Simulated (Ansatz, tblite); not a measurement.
Cost and result up the ladder for the cluster Zr3O6 (the lowest singlet isomer of a short search) (9 atoms). The state is a singlet with charge 0. Geometry: PBE-D4/def2-SVP.

```xyz
9

Zr   -1.126   -1.757    0.249
Zr    1.547   -0.199    0.637
Zr   -0.978    1.251   -0.561
O     0.208   -1.630    1.569
O    -1.463    2.178   -2.002
O     0.754    1.631    0.386
O    -2.220   -0.236    0.415
O     0.031   -0.709   -0.921
O     3.248   -0.529    0.229
```

Ansatz on 4 threads of Arm Neoverse V1 on a shared host; xTB runs through tblite on one thread. Times are rough, summed over both states, and most runs start from the orbitals of an earlier one. PBE0-D4/def2-TZVP serves as the yardstick here, not as an exact answer. Differences are given only for rows in sets of like size (and for xTB, whose basis is part of the method), since another set adds its own error. The other state is a quintet at its own geometry.

In the def2 sets Zr takes a core potential, while STO-3G treats all electrons; there is no spin–orbit coupling. The xTB rows come from tblite. Correlated methods freeze 6 core orbitals; core or outer-core shells of Zr are correlated, in sets that lack core-valence functions. The structure comes from a short search, and lower isomers may exist.

Second-order perturbation terms are unreliable where d shells bring near-degenerate states, and here MP2/def2-TZVP lies more than 0.4 eV from the median of the functionals without such a term.

Correlated methods converge slowly with the basis.

xTB has no spin-polarisation term.

| level | functions | wall time |
| --- | --- | --- |
| GFN1-xTB | 51 | 0.027 s |
| GFN2-xTB | 51 | 0.036 s |
| HF/STO-3G | 111 | 17 s |
| PBE-D4/def2-TZVP | 306 | 27 s |
| revPBE-D4/def2-TZVP | 306 | 27 s |
| MP2/def2-TZVP | 306 | 62 s |
| PBE0-D4/def2-TZVP (with forces) | 306 | 89 s |

(1) Estimate what each level gives for the quintet − singlet (eV).

## Answers

(1) 
| level | quintet − singlet (eV) | difference from PBE0-D4/def2-TZVP (eV) |
| --- | --- | --- |
| GFN1-xTB | 7.33 | 2.29 |
| GFN2-xTB | 6.47 | 1.43 |
| HF/STO-3G | -0.04 | – |
| PBE-D4/def2-TZVP | 5.59 | 0.56 |
| revPBE-D4/def2-TZVP | 5.48 | 0.45 |
| MP2/def2-TZVP | 6.87 | 1.84 |
| PBE0-D4/def2-TZVP (with forces) | 5.03 | 0.00 |
